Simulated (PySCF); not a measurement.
Species: sum formula BN$_{2}$H$_{4}$, net charge 0, doublet state. It need not be the lowest isomer of its formula. 
Geometry from a B3LYP-D3(BJ)/def2-TZVP (Ansatz) optimisation:
```
B
N 1 1.3997
H 2 1.0045 1 122.53
H 2 1.0064 3 114.24 1 179.90
N 1 1.4267 2 123.93 3 175.41
H 5 1.0179 1 118.49 2 112.79
H 1 1.2037 2 119.04 3 0.59
```
Charge 0, spin multiplicity 2.

Dispersion corrections to the total energy (kcal/mol) from the dftd3 and dftd4 libraries through PySCF: D3(BJ) without and D4 with the three-body term, each with the damping fitted for the functional named.

```csv
functional,D3(BJ),D4
BP86,-2.98,(withheld)
TPSS,-2.50,(withheld)
HF,-18.65,-7.20
TPSSh,-2.25,-2.14
PBE0,-1.69,-1.43
PW6B95,(withheld),-1.57
revPBE,-5.44,-6.49
```

Question: Fill in the missing entries.

Answer: 
- BP86, D4: -2.22
- TPSS, D4: -2.37
- PW6B95, D3(BJ): -0.88
